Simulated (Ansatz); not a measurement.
Harmonic frequencies (cm⁻¹) at PBE0-D4/def2-TZVP from Ansatz: 62, 76, 132, 161, 196, 302, 352, 438, 477, 556, 715, 761, 804, 815, 870, 882, 893, 1012, 1020, 1045, 1291, 1442, 1666, 2142, 2149, 2153, 2216, 3131, 3147, 3215.

Each molecule was computed in one conformer, which needn't be the lowest.

(1) Which molecule is it?
A. `C[N]([GeH3])[SiH2]F`
B. `C=C[SiH](F)[GeH3]`
C. `O[SiH](O)O[SiH](F)F`
D. `F[SiH2]O[SiH](F)F`

Results:

(1) B.
